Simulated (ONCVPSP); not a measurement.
**What one change does to a pseudopotential (Cs, ONCV)**

ONCVPSP 4.0.1 input, shortened (lines: element, Z, core and valence counts, functional; n l f; lmax; l rc ep ncon nbas qcut; lloc lpopt rc5 dvloc0; l nproj debl; icmod fcfact rcfact), PBE, scalar-relativistic:

```
  Cs 55.00    9    4        4      upf
    1    0    2.00
    2    0    2.00
    2    1    6.00
    3    0    2.00
    3    1    6.00
    3    2   10.00
    4    0    2.00
    4    1    6.00
    4    2   10.00
    5    0    2.00
    5    1    6.00
    6    0    0.75
    6    1    0.25
    2
    0    3.15    0.00    4    7    3.10
    1    4.00    0.00    4    8    3.30
    2    4.05    0.05    4    9    2.00
    4    5    2.10    6.00
    0    2    2.60
    1    2    3.60
    2    1    0.40
    1    0.25    0.00
```

All-electron outer shells of the reference configuration (PBE, scalar-relativistic, ld1.x):

```
shell  level (eV)  outermost node (bohr)  outermost maximum (bohr)
   4d      -74.58                   0.33                      0.72
   5s      -27.06                   0.82                      1.54
   5p      -13.84                   0.89                      1.79
   6s       -2.25                   2.11                      4.74
   6p       -0.90                   2.60                      6.72
```

Change: all radii but the core radius scaled by about 0.78 (s 2.46, p 3.12, d 3.16 bohr); local potential polynomial inside 1.64 bohr (lpopt 5, dvloc0 6 Ha).

Cutoffs: the cutoffs (Ha) at which the residual kinetic energy of the hardest occupied pseudo-wave falls to 1 and 0.1 mHa per electron; they do not see the model core or the augmentation charge, which bear on the density cutoff. Errors are all-electron minus pseudo energies relative to the spin-unpolarised reference configuration.

Problem. Predict the effect on cutoff, ghosts and configuration errors.

Solution. The potential gets harder (3.6 Ha and 4.4 Ha → 11 Ha and 20 Ha); of the 4 tests that both files solve, the error grows in 0 and shrinks in 2 by more than 15 % and 0.3 meV (median size 0.7 → 0.2 meV); neither file shows a bound ghost. A smaller radius makes the pseudo-wave follow the all-electron one further in, where it bends more sharply, so more plane waves are needed.

| quantity | base | changed |
| --- | --- | --- |
| cutoff, loose | 3.6 Ha | 11 Ha |
| cutoff, tight | 4.4 Ha | 20 Ha |
| loose cutoff by channel | s 2.3 Ha, p 3.6 Ha | s 11 Ha, p 3.8 Ha |
| bound ghosts | none | none |
| GHOST(+) flags under 300 eV | none | s at 150.2 eV |
| error for 5s2 5p6 6s1 6p0, meV [ΔE -0.34 eV] | -0.1 | 0.0 |
| error for 5s2 5p6 6s0 6p0, meV [ΔE 3.53 eV] | -1.2 | -0.3 |
| error for 5s2 5p6 6s0.5 6p0, meV [ΔE 1.13 eV] | -0.1 | -0.1 |
| error for 5s2 5p6 5d0.5 6s0.5 6p0, meV [ΔE 0.50 eV] | -2.4 | -1.1 |
| rms error of d²Exc/dni dnj with the model core, mHa | 1.44 | 1.01 |
